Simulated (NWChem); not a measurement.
Relativistic effects in HSb

```
Sb
H 1 1.7248
```
Charge 0, spin multiplicity 3.

Program: NWChem. All single points use one geometry, from UPBE0/def2-SVP with def2 effective core potentials on Sb, a minimum by its harmonic frequencies.

Functional B3LYP, all-electron basis x2c-SVPall-2c, contracted for the X2C Hamiltonian and used here with ZORA. The ion keeps the geometry and has multiplicity 2 in the scalar run; the spin-orbit run starts from the same electron counts.

The cost column gives rough processor time relative to scalar ZORA; each entry includes its own SCF.

B3LYP has NWChem's definition, with VWN1-RPA local correlation. This spin state was chosen for the runs; another may lie lower. The structure started from a generated list of species. The stability of the SCF solutions was not checked.

```
Hamiltonian      ΔSCF ionisation energy (eV)  relative cost
---------------  ---------------------------  -------------
scalar ZORA                             8.84              1
spin-orbit ZORA                            …        under 3
```

Question: Complete the blanks.

Answer: 
- spin-orbit ZORA, ΔSCF ionisation energy (eV): 8.57
